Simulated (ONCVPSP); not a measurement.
## Reading a pseudo-wave (chromium)

Columns: radius, all-electron u(r) and pseudo u(r) of the 3p shell (level -45.35 eV) of chromium in the configuration [Ne] 3s2 3p6 3d5 4s1; LDA (Perdew-Wang 92), scalar-relativistic, ONCV scheme, ONCVPSP 4.0.1.

```
r (bohr)  all-electron  pseudo
   0.090       -0.4287  0.0331
   0.180       -0.5496  0.1290
   0.270       -0.2703  0.2791
   0.360        0.1416  0.4674
   0.450        0.5212  0.6673
   0.540        0.8047  0.8498
   0.630        0.9835  0.9907
   0.720        1.0719  1.0720
   0.810        1.0919  1.0918
   0.900        1.0645  1.0644
   0.990        1.0070  1.0068
   1.080        0.9322  0.9321
   1.170        0.8493  0.8492
   1.260        0.7646  0.7645
   1.350        0.6819  0.6818
   1.440        0.6037  0.6037
   1.530        0.5314  0.5314
   1.620        0.4656  0.4655
   1.710        0.4063  0.4063
   1.800        0.3535  0.3534
   1.890        0.3067  0.3066
   1.980        0.2655  0.2655
   2.070        0.2294  0.2294
   2.160        0.1979  0.1979
   2.250        0.1705  0.1705
   2.340        0.1467  0.1467
```

Q: How many radial nodes do the two functions have?

A: The all-electron 3p function has n − l − 1 = 1; the pseudo-wave has 0, since the states of the same l below it are removed with the core.

Q: At about which radius was the pseudo-wave matched?

A: 0.85 bohr. The columns agree to 0.0005 from 0.72 bohr on; several derivatives are matched, so the curves merge somewhat inside the radius.

Q: Is the pseudo-wave norm-conserving?

A: Yes: the ONCV scheme keeps the norm inside the radius equal to the all-electron one, which fixes the energy derivative of the logarithmic derivative at the level.
